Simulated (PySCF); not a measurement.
Vertical excitations of a molecule C4H6O2 from PySCF with TDDFT-PBE/def2-SVPD, as energy in eV (oscillator strength): 3.79 (0.000), 4.12 (0.000), 5.77 (0.002), 6.00 (0.007), 6.16 (0.005), 6.33 (0.000), 6.44 (0.016), 6.49 (0.021), 6.61 (0.055), 6.71 (0.001). Lowest triplet (TDA): 3.37 eV. Geometry optimised at ωB97X-D3(BJ)/def2-SVP. The values are those of a single conformer.

Problem. Pick the molecule that these values belong to.
A. O=C[C@H]1CCO1
B. C=CC1OCO1
C. O=CC1COC1
D. C=COCC=O

Solution. C, O=CC1COC1
